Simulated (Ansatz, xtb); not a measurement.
**C2H11GaGeSi: which of two isomers lies lower**

Structure I is `[CH3][Ga]([GeH3])[CH2][SiH3]`, a singlet and structure II is `[CH3][Ga]([SiH3])[CH2][GeH3]`, a singlet. Both are isolated molecules in the gas phase, relaxed with r2SCAN-D4/def2-SVP; each stands in its lowest conformer found.

Quicker runs give these differences E(II) − E(I): GFN2-xTB +7.7 kcal/mol; HF/STO-3G +4.7 kcal/mol (at GFN2-xTB geometries); r2SCAN-D4/def2-SVP//GFN2-xTB +7.5 kcal/mol.

Task: Estimate E(II) − E(I) at the level CCSD(T)/def2-SVP + ΔMP2/def2-TZVPP.

Result: Calculated at CCSD(T)/def2-SVP + ΔMP2/def2-TZVPP: E(II) − E(I) = +8.2 kcal/mol, so structure I lies lower.

Level by level:

```tsv
level	geometry	E(II) − E(I) (kcal/mol)	departure from the last row (kcal/mol)	job, with rough time for the two
GFN2-xTB	GFN2-xTB	+7.7	−0.6	optimisation, 0.65 s
HF/STO-3G	GFN2-xTB	+4.7	−3.6	single point, 9.6 s
r2SCAN-D4/def2-SVP//GFN2-xTB	GFN2-xTB	+7.5	−0.8	single point, 7.4 s
r2SCAN-D4/def2-SVP	r2SCAN-D4/def2-SVP	+8.2	−0.1	optimisation, 4.7 min
HF/def2-SVP	r2SCAN-D4/def2-SVP	+8.5	+0.3	part of the CCSD(T) run
MP2/def2-SVP	r2SCAN-D4/def2-SVP	+8.2	0.0	part of the CCSD(T) run
CCSD(T)/def2-SVP	r2SCAN-D4/def2-SVP	+7.8	−0.5	single point
CCSD(T)/def2-SVP + ΔMP2/def2-TZVPP	r2SCAN-D4/def2-SVP	+8.2		single point, 2.6 min
```

As drawn, II has 1 Ga–Si, 1 C–Ge in place of 1 Ga–Ge, 1 C–Si.

None of the levels shown reverses the order. The largest departure from CCSD(T)/def2-SVP + ΔMP2/def2-TZVPP is that of HF/STO-3G, 3.6 kcal/mol. A small imaginary or near-zero mode remains, so no thermal terms are given. The last row adds to CCSD(T) the change of the MP2 difference between the two basis sets, here +0.5 kcal/mol.

The correlated steps freeze 25 core orbitals; the filled d shell of Ga and Ge is correlated, in a basis made for valence electrons. Programs: Ansatz 0.2.0, xtb 6.7.1; the last row on 2 threads of Intel(R) Xeon(R) Platinum 8488C (Sapphire Rapids) on a shared host.
